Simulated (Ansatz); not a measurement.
Program: Ansatz. Geometries: PBE0-D4/def2-TZVP. ΔE: electronic, gas phase. CBS: MP2 limit from def2 TZ/QZ plus the TZ coupled-cluster correction, frozen cores. Functionals use def2-TZVPP. HSE06 is defined as in plane-wave codes. Each species was taken in one conformer, which may not be the lowest.

Consider the isomerisation: `O/C=C/[SiH3]` → `[SiH3]C1CO1`.

CCSD(T)/CBS gives +22.2 kcal/mol.

Another level gave +17.4 kcal/mol. Which?
A. LC-ωPBE/def2-TZVPP
B. ωB97X-V/def2-TZVPP
C. HF/def2-TZVPP
D. HSE06-D4/def2-TZVPP

A. LC-ωPBE 17.4, HSE06-D4 20.4, HF/def2-TZVPP 25.0, ωB97X-V 18.9 kcal/mol.

What do rigid-rotor, harmonic-oscillator terms from PBE0-D4/def2-TZVP frequencies (298.15 K, 1 bar) make of the CCSD(T)/CBS value? (Estimate.)

The calculation gave: ΔZPE = 0.0 kcal/mol, ΔH = +21.9 kcal/mol, ΔS = -7 J/(mol·K), ΔG = +22.4 kcal/mol.

Largest T1 diagnostic among the species: 0.013.

Leaving LDA and LC-ωPBE aside and taking each functional with its dispersion term where it has one, the values, not all of them listed here, spread over 4.8 kcal/mol, from ωB97X-V to BLYP-D4. In def2-TZVPP, CCSD(T) changes the Hartree–Fock value by −3.3 kcal/mol (the triples alone add +0.0 kcal/mol) and MP2 by −4.1 kcal/mol. At CCSD(T), def2-SVP lies −0.8 kcal/mol from the extrapolated value and def2-TZVPP −0.4 kcal/mol.
